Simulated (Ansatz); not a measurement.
**Ligand exchange: SnH2(CH3)Cl + C3H6 → SnH3(CH3) + C3H5Cl**

Gas-phase species: SnH2(CH3)Cl, singlet; C3H6 (propene) `C=CC`, singlet; SnH3(CH3), singlet; C3H5Cl (2-chloropropene) `C=C(C)Cl`, singlet. The partners trade Cl for H: Sn–Cl and C–H bonds give way to Sn–H and C–Cl.

Shapes, held fixed at every level: PBE0-D4/def2-TZVP. Programs: Ansatz 0.2.0. The zero-point and thermal change to 298 K, harmonic and unscaled (PBE0-D4/def2-TZVP), is -10.4 kJ/mol.

```csv
level,kind,ΔH(298 K) (kJ/mol),less CCSD(T)/def2-TZVPP
HF/def2-SVP,Hartree–Fock,+157.2,+26.0
HF/def2-TZVPP,Hartree–Fock,+156.5,+25.3
PBE-D4/def2-TZVPP,GGA,+124.3,-6.9
PBE0-D4/def2-TZVPP,global hybrid,+130.9,-0.3
MP2/def2-SVP,perturbation theory,+130.9,-0.3
MP2/def2-TZVPP,perturbation theory,+132.7,+1.5
CCSD/def2-TZVPP,coupled cluster or CI,+135.2,+4.0
CCSD(T)/def2-TZVPP,coupled cluster or CI,+131.2,0.0
```

The highest level, CCSD(T)/def2-TZVPP, gives ΔH(298 K) = +131.2 kJ/mol; the levels span +124.3 to +157.2. The column of differences is taken from that level and isn't an error. No measured value is set beside it here. For atoms past krypton def2 sets carry core potentials with scalar relativity. Outer-core shells of Sn are correlated, in sets that cover them unevenly.
